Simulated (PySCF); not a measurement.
# Functional dependence of a UV spectrum

Germanium difluoride, GeF2 (singlet state).
SMILES with atom numbers: `[F:1][Ge:2][F:3]`

Linear-response calculations in the def2-SVPD basis (PySCF; singlets by full response, triplets Tamm–Dancoff, core orbitals frozen in the response; HF means time-dependent Hartree–Fock). 'Strongest' is the level of largest summed f among the singlets computed (10 roots, of which the last may lack a degenerate partner); it can jump between rows when another state enters that window. S1 is the lowest singlet of each run and needn't be the same state throughout; f(S1) is that of one state. Geometry: PBE0-D3(BJ)/def2-SVP; no solvent, vibrations or thermal averaging. The LDA/def2-SVPD calculation is non-relativistic and has no spin–orbit coupling, an omission that weighs most on germanium.

```
functional                               kind  S1 (eV)  f(S1)  strongest (eV)  T1 (eV)  HOMO (eV)  gap (eV)  ionisation energy, ΔSCF (eV)
       LDA                                LDA     5.22  0.078            8.05     3.82      -8.08      4.32                         11.89
       PBE                                GGA     5.19  0.082            7.98     3.63      -7.85      4.34                         11.57
     B3LYP  global hybrid, 20% exact exchange     5.43  0.103            8.30     3.73      -8.97      5.98                         11.89
      PBE0  global hybrid, 25% exact exchange     5.45  0.114            8.39     3.56      -9.12      6.39                         11.75
 BHandHLYP  global hybrid, 50% exact exchange     5.67  0.141            8.78     3.62     -10.31      8.39                         11.91
   wB97X-D             range-separated hybrid     5.51  0.116            8.51     3.91     -10.99     10.04                         11.94
   LC-wPBE             range-separated hybrid     5.49  0.122            8.69     3.47     -11.75     11.29                         11.89
        HF                       Hartree–Fock     5.86  0.202            9.17     2.99     -11.89     12.23                   not settled
```

Q: What does CAM-B3LYP (range-separated hybrid) give?

A: S1 (eV) 5.51, f(S1) 0.114, strongest (eV) 8.49, T1 (eV) 3.69, HOMO (eV) -10.55, gap (eV) 8.85, ionisation energy, ΔSCF (eV) 12.00. S1 runs from 5.19 eV (PBE) to 5.86 eV (HF), a spread of 0.66 eV, while the orbital gap spreads over 7.9 eV. Along PBE (0%), B3LYP (20%), PBE0 (25%), BHandHLYP (50%), HF (100%) S1 rises with the share of exact exchange. −ε(HOMO) comes closest to its own ΔSCF ionisation energy with LC-wPBE (-0.14 eV) and misses most with LDA (-3.81 eV). 'Not settled' means that the ion's SCF failed to converge or may have ended in another state than the lowest.
